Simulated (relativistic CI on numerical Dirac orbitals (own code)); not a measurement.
## Radial parameters of Gd⁶¹⁺

Method of calculation: Dirac-Coulomb-Breit CI, separate exchange-only KLI orbitals for each configuration, QED by a radiative potential, unscaled Slater integrals (own radial code, finite nucleus).

Slater integrals F^k, G^k are unscaled and averaged over j, outside the closed core 1s2; ζ comes from projecting the Hamiltonian with its Breit term on Σ l·s of the shell.

- 2p: ζ(2p) = 4.2123e+06 cm⁻¹; <r>(2p) = 0.07656, <r^2>(2p) = 0.00711 (bohr units).
- 3p: ζ(3p) = 1.254e+06 cm⁻¹; <r>(3p) = 0.1935, <r^2>(3p) = 0.0434 (bohr units).
- 3d: ζ(3d) = 220940 cm⁻¹; <r>(3d) = 0.1665, <r^2>(3d) = 0.03175 (bohr units).

Averages of the first 10 configurations, taken without configuration mixing, which lowers the lowest level and can move excited configurations by several eV; other configurations of the list can lie among them:

```csv
Configuration,Parity,States,Average energy above the lowest level (eV)
2s,even,2,0.0
2p,odd,6,676.7
3s,even,2,8022.9
3p,odd,6,8220.6
3d,even,10,8351.2
4s,even,2,10780.8
4p,odd,6,10863.2
4d,even,10,10918.3
4f,odd,14,10938.2
5s,even,2,12039.6
```
